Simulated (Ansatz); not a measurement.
Reactions of `C=C[SiH](C)O[SiH3]`.

Calculated with Ansatz (gas phase, PBE0-D4/def2-TZVP geometries, no zero-point term in ΔE). CCSD(T)/CBS adds triple-zeta CCSD(T) − MP2 to the extrapolated MP2 energy (def2 sets, frozen cores). This one scheme is used for every species, atoms too. Open shells (•) are unrestricted, without spin–orbit coupling. Spin–orbit coupling would lower the free atoms: a little for C, O, Si. One conformer a species, not always the lowest.

Task: Order these by ΔE at CCSD(T)/CBS, lowest first. (An estimate is asked.)
A. `C=C[SiH](C)O[SiH3]` → `C=C[SiH2]O[SiH3]` + `[CH2]` (triplet)
B. `C=C[SiH](C)O[SiH3]` + H–F → `C=C[SiH](F)O[SiH3]` + CH₄
C. `C=C[SiH](C)O[SiH3]` + `BN[SiH2][SiH3]` → `BN(C=C)[SiH2][SiH3]` + `C[SiH2]O[SiH3]`
D. `C=C[SiH](C)O[SiH3]` + `B[SiH2]Cl` → `B[SiH]([SiH3])Cl` + `C=C[SiH](C)O`
E. `C=C[SiH](C)O[SiH3]` → 3 C• + 10 H• + O• + 2 Si•
F. `C=C[SiH](C)O[SiH3]` + `[AlH3]` → `C[SiH]([AlH2])O[SiH3]` + ethylene
G. `C=C[SiH](C)O[SiH3]` + H₂ → `C=C[SiH2]O[SiH3]` + CH₄
H. `C=C[SiH](C)O[SiH3]` → propene + `[SiH]O[SiH3]`

Result: B (-154.8 kJ/mol), G (-16.8 kJ/mol), F (+21.8 kJ/mol), C (+49.7 kJ/mol), D (+101.3 kJ/mol), H (+240.7 kJ/mol), A (+486.4 kJ/mol), E (+6095.1 kJ/mol).

Largest T1 diagnostic: 0.014, for `[SiH]O[SiH3]`.
